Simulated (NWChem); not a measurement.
Correlation energy of H2B

```
B
H 1 1.2050
H 1 1.2050 2 129.14
```
Charge 0, spin multiplicity 2.

All runs are NWChem calculations. Structure: optimised with UPBE0/def2-SVP, a minimum by its harmonic frequencies.

Basis set: 6-31G*. Each correlation energy counts from its own Hartree-Fock reference.

The correlated methods keep 1 core orbital frozen. The Pople sets run with spherical d functions. The structure started from a generated list of species. The unpaired electrons of the parent sit in orbitals of symmetry a1 (C2v labels of the run); other states weren't searched. The stability of the SCF solutions was not checked. Open-shell Hartree-Fock references start from PBE0 orbitals. Coupled-cluster values serve here as a point of comparison, not as the truth.

| method | correlation energy (mHa) |
|---|---|
| UMP2 | -54.4 |
| SCS-UMP2 | ___ |
| CCSD on UHF | ___ |
| CCSD[T] on UHF | -72.0 |
| CCSD(T) on UHF | -71.9 |
| CCSD on ROHF | -71.9 |
| CCSD[T] on ROHF | -73.0 |
| CCSD(T) on ROHF | -73.0 |
| CCSDT on ROHF | ___ |

Task: Complete the blanks.

Result: 
- SCS-UMP2, correlation energy (mHa): -59.4
- CCSD on UHF, correlation energy (mHa): -70.9
- CCSDT on ROHF, correlation energy (mHa): -73.3
